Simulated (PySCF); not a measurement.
Rb(Cl) cation (ClRb), SMILES [Cl][Rb] (connectivity only; charge and spin as stated), charge +1, multiplicity 2.

The structure is a stationary point at B3LYP-D3(BJ)/def2-TZVPD. The spin state was assumed, not searched. The def2 effective core potentials stand for the cores of Rb; spin–orbit coupling is left out.

Computed with r2SCAN/def2-TZVPD (PySCF).

Isolated molecule, no solvent.

Computed frontier levels, dipole moment:
| Quantity | Value |
|---|---|
| α spin, highest occupied and lowest empty level | -12.62 and -4.83 eV |
| β spin, highest occupied and lowest empty level | -12.18 and -10.93 eV |
| dipole moment about the centre of nuclear charge | 5.05 D |
| ⟨S²⟩ | 0.756 (pure state 0.75) |
